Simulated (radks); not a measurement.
Removal energies from the holmium ion Ho3+, [Xe] 4f10, by Delta-SCF beside the eigenvalue of the level emptied. Method: scalar-relativistic Kohn-Sham, BLYP, spin-polarised, spherical densities, finite nucleus; Fermi nuclear charge, rms radius of each element as measured or else 0.836 A^(1/3) + 0.57 fm; computed with a radial shooting solver on a logarithmic mesh with Libxc functionals. Open shells are filled with parallel spins first.

removed from     final configuration  Delta-SCF (eV)  -eigenvalue (eV)
4f                          [Xe] 4f9          42.887            33.112
5p            [Kr] 4d10 4f10 5s2 5p5          60.517            53.662
5s            [Kr] 4d10 4f10 5s1 5p6          86.614            79.024
4d             [Kr] 4d9 4f10 5s2 5p6          200.61            189.81
